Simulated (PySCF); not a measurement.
From one molecule to another.

First species: C4H5OPSi.
Numbering: `[CH:1]#[C:2][P@@:3]1(=[O:4])[CH:5]=[C:6]1[SiH3:7]` (hydrogens: H8 on C1; H9 on C5; H10, H11, H12 on Si7)

Cartesian coordinates in Å at the GFN2-xTB level; atoms count from 1:
```xyz
12
C4H5OPSi angstrom
C      2.698    1.697    0.799
C      2.059    0.819    0.286
P      1.163   -0.454   -0.526
O      1.653   -0.891   -1.837
C      0.229   -1.426    0.642
C     -0.548   -0.500    0.044
Si    -2.339    0.040   -0.057
H      3.248    2.463    1.265
H      0.116   -2.241    1.328
H     -2.431    1.161   -0.988
H     -3.122   -1.106   -0.515
H     -2.724    0.439    1.298
```

Second species: C3H4N2O2.
SMILES: `COc1nnco1`

Levels: CAM-B3LYP/def2-SVPD for dipole moment, HOMO energy, LUMO energy, HOMO–LUMO gap, static isotropic polarisability and electronic spatial extent ⟨r²⟩ about the centre of nuclear charge; TDDFT CAM-B3LYP/def2-SVPD for lowest singlet excitation; TDA CAM-B3LYP/def2-SVPD for lowest triplet excitation (Tamm–Dancoff); GFN2-xTB for rotational constant A and rotational constant C. Geometries: GFN2-xTB. Each structure is a single optimised conformer of the isolated species, non-relativistic unless stated. Electronic properties by PySCF.

Dipoles, sizes and rotational constants follow the conformer. The torsions of the flexible species, by atom-mapped SMILES:
- `[CH3:1][O:2][c:3]1[n:4][n:5][cH:6][o:7]1`: C1–O2–C3–N4 0°

Values for the first species:

```
Dipole moment                                                     : 4.57 D
HOMO energy                                                       : -8.63 eV
LUMO energy                                                       : -0.50 eV
HOMO–LUMO gap                                                     : 8.13 eV
Lowest singlet excitation                                         : 4.37 eV
Lowest triplet excitation (Tamm–Dancoff)                          : 3.89 eV
Static isotropic polarisability                                   : 95.4 au
Electronic spatial extent ⟨r²⟩ about the centre of nuclear charge : 1256 bohr²
Rotational constant A                                             : 2.954 GHz
Rotational constant C                                             : 0.949 GHz
```

(1) Estimate the same properties for the second species, and the change in each.

Results:

(1) 
```json
{"property": "dipole moment", "first": "4.57 D", "second": "2.19 D", "second less first": "-2.38 D"}
{"property": "HOMO energy", "first": "-8.63 eV", "second": "-8.90 eV", "second less first": "-0.27 eV"}
{"property": "LUMO energy", "first": "-0.50 eV", "second": "0.93 eV", "second less first": "+1.43 eV"}
{"property": "HOMO–LUMO gap", "first": "8.13 eV", "second": "9.83 eV", "second less first": "+1.70 eV"}
{"property": "lowest singlet excitation", "first": "4.37 eV", "second": "6.17 eV", "second less first": "+1.80 eV"}
{"property": "lowest triplet excitation (Tamm–Dancoff)", "first": "3.89 eV", "second": "4.60 eV", "second less first": "+0.71 eV"}
{"property": "static isotropic polarisability", "first": "95.4 au", "second": "53.5 au", "second less first": "-41.9 au"}
{"property": "electronic spatial extent ⟨r²⟩ about the centre of nuclear charge", "first": "1256 bohr²", "second": "656 bohr²", "second less first": "-600 bohr²"}
{"property": "rotational constant A", "first": "2.954 GHz", "second": "8.322 GHz", "second less first": "+5.368 GHz"}
{"property": "rotational constant C", "first": "0.949 GHz", "second": "1.788 GHz", "second less first": "+0.839 GHz"}
```

On the first: No computed singlet falls in the visible range (750 to 380 nm, 1.65 to 3.26 eV); S1 lies 1.11 eV above its blue end. The polarisability is 14.13 Å³ as a volume (1 au = 0.148185 Å³), or 1.44 au for each of the 66 electrons. GFN2-xTB frequencies show an imaginary mode (58i cm⁻¹), so this geometry is no minimum at that level.

On the second: The polarisability is 7.92 Å³ as a volume (1 au = 0.148185 Å³), or 1.03 au for each of the 52 electrons. The vertical singlet–triplet gap S1 − T1 is 1.57 eV (TDDFT singlet less Tamm–Dancoff triplet; S1: HOMO−1→LUMO, weight 0.96; T1: HOMO→LUMO, weight 0.89).
